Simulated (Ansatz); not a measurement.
Mulliken charges of `FC(F)(F)C(F)(F)Br` from ωB97M-V/def2-TZVPP in Ansatz (PBE0-D4/def2-TZVP geometry).

| atom | x (Å) | y (Å) | z (Å) | charge (e) |
| --- | --- | --- | --- | --- |
| F1 | 0.203 | -1.582 | -0.722 | -0.140 |
| C2 | -0.208 | -0.324 | -0.703 | 0.427 |
| F3 | -1.527 | -0.291 | -0.806 | -0.140 |
| F4 | 0.319 | 0.314 | -1.742 | -0.142 |
| C5 | 0.253 | 0.379 | 0.601 | 0.261 |
| F6 | -0.149 | 1.645 | 0.564 | -0.128 |
| F7 | 1.582 | 0.354 | 0.648 | -0.128 |
| Br8 | -0.474 | -0.495 | 2.159 | -0.010 |

Problem. By hand: the dipole of these point charges (1 e Å = 4.8032 D).

Solution. Σ q r = (-0.061, -0.073, 0.141) e Å, of length 0.170 e Å = 0.82 D.

Problem. How does the dipole of the full density compare? (An estimate is asked.)

Solution. Computed: (-0.036, -0.042, 0.102) e Å, 0.56 D; the point charges give 1.46 times that, at 6° from its direction.

Point charges leave out the atoms' own dipoles, such as those of lone pairs, and Mulliken's split depends on the basis, so the two needn't agree.
